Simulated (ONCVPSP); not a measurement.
# Before and after: ONCV potential for niobium

niobium, optimised norm-conserving Vanderbilt (ONCV), made with ONCVPSP 4.0.1 (PBEsol, fully relativistic). Core [Ar] 3d10, reference 4s2 4p6 4d4 (charge +1). Waves: 4s: rc 1.30 bohr, ncon 4, nbas 8, qcut 4 1/bohr, 3 projectors, debl 2.5 Ha; 4p: rc 1.40 bohr, ncon 4, nbas 8, qcut 6.5 1/bohr, 2 projectors, debl 2.7 Ha; 4d: rc 2.10 bohr, ncon 5, nbas 10, qcut 9 1/bohr, 2 projectors, debl 0.9 Ha. Local part: polynomial inside 1.25 bohr (lpopt 5, dvloc0 4 Ha). Core correction: Teter function, fcfact 3, rcfact 1.45.

Open shells are filled in proportion to 2j + 1.

All-electron outer shells of the reference configuration (PBEsol, scalar-relativistic, ld1.x):

```tsv
shell	level (eV)	outermost node (bohr)	outermost maximum (bohr)
4s	-64.75	0.53	1.04
4p	-40.93	0.54	1.12
4d	-9.30	0.55	1.49
```

Change: s: qcut 6.

Cutoffs: the cutoffs (Ha) at which the residual kinetic energy of the hardest occupied pseudo-wave falls to 1 and 0.1 mHa per electron; they do not see the model core or the augmentation charge, which bear on the density cutoff. Errors are all-electron minus pseudo energies relative to the spin-unpolarised reference configuration.

Question: Predict the effect on cutoff, ghosts and configuration errors.

Answer: The potential gets softer (100 Ha and 119 Ha → 53 Ha and 101 Ha); the bound ghost in s disappears; of the 4 tests that both files solve, the error grows in 0 and shrinks in 1 by more than 15 % and 0.3 meV (median size 0.5 → 0.3 meV).

| quantity | base | changed |
| --- | --- | --- |
| cutoff, loose | 100 Ha | 53 Ha |
| cutoff, tight | 119 Ha | 101 Ha |
| loose cutoff by channel | s 100 Ha, p 21 Ha, d 18 Ha | s 53 Ha, p 21 Ha, d 18 Ha |
| bound ghosts | s | none |
| GHOST(+) flags under 300 eV | none | none |
| error for 4s2 4p6 4d4 5s1, meV [ΔE -6.65 eV] | -0.9 | -0.5 |
| error for 4s2 4p6 4d3, meV [ΔE 14.03 eV] | +0.2 | +0.2 |
| error for 4s2 4p6 4d2, meV [ΔE 38.72 eV] | +3.9 | +4.3 |
| error for 4s2 4p6 4d4.5 5s0.5, meV [ΔE -6.09 eV] | -0.1 | -0.1 |
| s: phases at 1.32 bohr within 0.05 rad from the reference energy up to (Ha; the scan ends near 5) | to the end of the scan | to the end of the scan |
| p3/2: phases at 1.42 bohr within 0.05 rad from the reference energy up to (Ha; the scan ends near 5) | to the end of the scan | to the end of the scan |
| p1/2: phases at 1.42 bohr within 0.05 rad from the reference energy up to (Ha; the scan ends near 5) | to the end of the scan | to the end of the scan |
| d5/2: phases at 2.13 bohr within 0.05 rad from the reference energy up to (Ha; the scan ends near 5) | to the end of the scan | to the end of the scan |
| d3/2: phases at 2.13 bohr within 0.05 rad from the reference energy up to (Ha; the scan ends near 5) | to the end of the scan | to the end of the scan |
| rms error of d²Exc/dni dnj with the model core, mHa | 4.78 | 5.07 |

 A true bound ghost makes a file unfit for plane-wave use even where its test errors are small: the radial tests pick states by their node count and pass the ghost by.
